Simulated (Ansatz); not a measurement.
CH5AlO2Si can be A, `O=[CH][Al]([OH])[SiH3]`, or B, `[OH][Al]1[O]C[SiH2]1`.

Program: Ansatz. Geometries: PBE0-D4/def2-TZVP. ΔE: electronic, gas phase. CBS: MP2 limit from def2 TZ/QZ plus the TZ coupled-cluster correction, frozen cores. Functionals use def2-TZVPP. Each species was taken in one conformer, which may not be the lowest.

**Question.** Which is lower in electronic energy at CCSD(T)/CBS, and by how much? (Estimate.)

**Answer.** The calculation gave: B, by 34.2 kcal/mol.

**Question.** Give E(B) − E(A) in kcal/mol with PBE-D4, CCSD(T)/def2-TZVPP, CCSD/def2-TZVPP, HF/def2-TZVPP, MP2/def2-TZVPP, B2PLYP, PBE0-D4. (Best estimate.)

**Answer.** Computed: PBE-D4 -33.7, CCSD(T)/def2-TZVPP -33.0, CCSD/def2-TZVPP -32.6, HF/def2-TZVPP -26.5, MP2/def2-TZVPP -36.5, B2PLYP -32.5, PBE0-D4 -35.9. None reverses the order clearly.

Largest T1 diagnostic: 0.016.

In def2-TZVPP, CCSD(T) changes the Hartree–Fock value by −6.5 kcal/mol (the triples alone add −0.4 kcal/mol) and MP2 by −10.0 kcal/mol. From PBE to PBE0 (25 % exact exchange), in def2-TZVPP and without D4, E(B) − E(A) moves by −2.3 kcal/mol.
